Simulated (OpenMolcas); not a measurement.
Computed levels of 3d in ions with 19 electrons, in cm-1 above ²D_3/2.

```
Program             : OpenMolcas
Method              : SS-CASPT2, IPEA 0.25 Eh, imaginary shift 0.1 Eh
Basis               : ANO-R2
Scalar Hamiltonian  : X2C, finite nucleus
Spin-orbit coupling : RASSI with atomic mean-field integrals over the reference wave functions, term energies averaged over their components
```

Active space for each ion: 1 electron in 5 orbitals (3d); closed shells correlated by CASPT2: 3s 3p.

| Level | V4+ | Cr5+ | Fe7+ |
| --- | --- | --- | --- |
| ²D_5/2 | 588 | 930 | 1773 |

**Question.** Estimate ²D_5/2 for Mn6+ from its neighbours Cr5+ and Fe7+.

**Answer.** ²D_5/2 is fine structure, which grows about as the fourth power of a screened charge, so the fourth roots are averaged: ((930^0.25 + 1773^0.25) / 2)^4 = 1301. The calculation gives 1317, so the estimate is off by -1.2 %; the measured value is 1350 (Corliss and Sugar, J. Phys. Chem. Ref. Data 6, 1253 (1977)).

Term energies are means over components that CASPT2 splits; among the terms shown or strongly mixed into the levels shown the widest spread is 21 cm-1 (3d ²D, Cr5+). With one active electron, CASPT2 adds the correlation within the correlated inactive shells and between them and that electron, and leaves the splitting within a term as the reference gives it. Computed and measured levels are paired by configuration, term and J; levels that our copy of the source lacks, or whose pairing is in doubt (as where it misses far off the trend of its configuration), stay unpaired and out of the deviations. Only configurations of the active space appear.
